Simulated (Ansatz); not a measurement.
Cartesian coordinates in Å:
```
N 1.4445 -0.2416 -0.2395
C 0.2295 -0.1963 0.5466
O 0.2936 0.8610 1.4809
Si -1.3269 0.0782 -0.4988
F -0.9390 1.1531 -1.6279
H 1.4273 0.3882 -1.0322
H 1.6704 -1.1737 -0.5559
H 0.1543 -1.1667 1.0634
H 1.2038 0.8807 1.8010
H -2.4845 0.6039 0.2615
H -1.6731 -1.1867 -1.1990
```

Total charge 0; spin multiplicity 1.

Q: List the PBE/def2-TZVPP orbital energies in eV (Ansatz 0.2.0). (An estimate is asked.)

A: The calculation gave: Occupied: -1780.29, -659.77, -510.28, -380.64, -270.89, -137.96, -94.76, -94.66, -94.65, -29.46, -25.83, -22.14, -16.35, -13.60, -13.11, -12.55, -11.19, -10.61, -10.50, -10.36, -9.38, -8.17, -7.85, -6.77, -5.73. Lowest empty: -0.79, 0.09, 0.59, 0.92, 1.36, 1.61, 2.04, 2.59.
